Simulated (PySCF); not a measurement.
Match the calculated data to a structure.

All candidates are C7H12OS.

* 1H NMR: chemical shifts (computed TMS as zero) by class: 3.45 (1 H), 3.32 (1 H), 3.03 (1 H), 2.62 (1 H), 2.10 (1 H), 2.01 (1 H), 1.36 (1 H), 1.17 (1 H), 1.09 (3 H), 0.77 (1 H) ppm [GIAO PBE0/pcSseg-1]
* Rotational structure: rotational constants A, B, C: 2.470, 0.783, 0.617 GHz [GFN2-xTB]
* Dipole: 1.81 D [PBE0/pcSseg-1]
* NMR, other nuclei: isotropic shieldings of nuclei other than C and H, by class: -308 (1 O), 565 (1 S) ppm [GIAO PBE0/pcSseg-1]
* 13C NMR: chemical shifts (computed TMS as zero) by class: 219.8 (1 C), 55.4 (1 C), 41.9 (1 C), 38.8 (1 C), 37.7 (1 C), 27.2 (1 C), 17.2 (1 C) ppm [GIAO PBE0/pcSseg-1]

The electronic properties come from PySCF, for the isolated species, density fitting. Levels stand in brackets. Isolated species at its GFN2-xTB geometry (one conformer only). NMR values are class means; diastereotopic atoms form classes of their own.

Question: Which candidate is it?
A. `CCC[C@H]1CSCC1=O`
B. `C[S@@](=O)[C@@]12CCC[C@@H]1C2`
C. `C=CC/C(=C/C)[S@@](C)=O`

Answer: A. It is `CCC[C@H]1CSCC1=O`. Numbering: `[CH3:1][CH2:2][CH2:3][C@H:4]1[CH2:5][S:6][CH2:7][C:8]1=[O:9]`. Its formula, C7H12OS, gives 2 degrees of unsaturation: 1 ring and 1 π bond in the structure found. 7 carbons fall into 7 classes; from least to most shielded: ketone carbonyl carbon [C8] (219.8 ppm), sp3 carbon next to a carbonyl [C4] (55.4 ppm), ring sp3 carbon bound to sulfur [C7] (41.9 ppm), ring sp3 carbon bound to sulfur [C5] (38.8 ppm), chain CH2 carbon [C3] (37.7 ppm), chain CH2 carbon [C2] (27.2 ppm), methyl carbon [C1] (17.2 ppm). Hydrogen classes from least to most shielded: 1 H on an sp3 carbon bound to sulfur, C7 (3.45 ppm), 1 H on an sp3 carbon bound to sulfur, C7 (3.32 ppm), 1 H on an sp3 carbon bound to sulfur, C5 (3.03 ppm), 1 H on an sp3 carbon bound to sulfur, C5 (2.62 ppm), 1 H on a chain CH2 carbon, C3 (2.10 ppm), 1 H on an sp3 carbon next to a carbonyl, C4 (2.01 ppm), 1 H on a chain CH2 carbon, C2 (1.36 ppm), 1 H on a chain CH2 carbon, C2 (1.17 ppm), 3 H on a methyl carbon, C1 (1.09 ppm), 1 H on a chain CH2 carbon, C3 (0.77 ppm). The other shieldings belong to: -308 ppm, ketone oxygen [O9]; 565 ppm, sulfide sulfur [S6]. The optimised geometry has point group C1 and is an asymmetric top.

The others, at the same levels:
- `C[S@@](=O)[C@@]12CCC[C@@H]1C2` fails: its computed 13C shifts are 56.4 (1 C), 45.0 (1 C), 30.6 (1 C), 30.5 (1 C), 27.9 (1 C), 26.3 (1 C), 6.7 (1 C) ppm, 1H shifts are 2.23 (3 H), 1.89 (1 H), 1.88 (1 H), 1.86 (1 H), 1.72 (1 H), 1.72 (1 H), 1.56 (1 H), 1.55 (1 H), 1.52 (1 H), 0.39 (1 H) ppm and rotational constant A is 2.792 GHz (against 2.470 GHz).
- `C=CC/C(=C/C)[S@@](C)=O` fails: its computed 13C shifts are 164.1 (1 C), 148.4 (1 C), 131.2 (1 C), 121.3 (1 C), 46.5 (1 C), 38.3 (1 C), 17.3 (1 C) ppm, 1H shifts are 6.78 (1 H), 6.16 (1 H), 5.46 (1 H), 5.34 (1 H), 4.03 (1 H), 2.64 (1 H), 2.31 (3 H), 1.78 (3 H) ppm and rotational constant A is 1.578 GHz (against 2.470 GHz).

Each candidate is one conformer, not necessarily the lowest. The conformers computed, where there is a choice (atom-mapped SMILES and torsion angles):
- `[CH2:1]=[CH:2][CH2:3]/[C:4](=[CH:5]/[CH3:6])[S@@:7]([CH3:8])=[O:9]`: C1–C2–C3–C4 101°, C2–C3–C4–C5 -103°, C3–C4–S7–C8 -100°

The conformers of `CCC[C@H]1CSCC1=O` and `C[S@@](=O)[C@@]12CCC[C@@H]1C2` aren't listed.
